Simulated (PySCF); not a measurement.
H₂O₂S₂W, SMILES [O]=[W]([OH])(=[S])[SH], multiplicity 1. Geometry: PBE-D3(BJ)/def2-SVP. The multiplicity is an assumed one; no other spin state was optimised. The structure was generated by enumeration; whether it is a known compound was not checked. The def2 effective core potentials stand for the cores of W; spin–orbit coupling is left out. The values are those of a single conformer.

**Question.** Give the equilibrium geometry at PBE-D3(BJ)/def2-SVP (PySCF confirms it by a frequency run) as Cartesian coordinates in Å. (Estimate from the structure and the level; the computed values follow.)

**Answer.** One answer among several that fit: 
```xyz
7

W      0.0962     0.1855    -0.0699
O      0.6221     1.5129     0.8900
S      1.3570    -1.5338     0.2447
O      0.0826     0.7280    -1.8853
H      0.3056     0.1439    -2.6349
S     -2.0190    -0.5017     0.6855
H     -2.4730     0.7726     0.8889
```
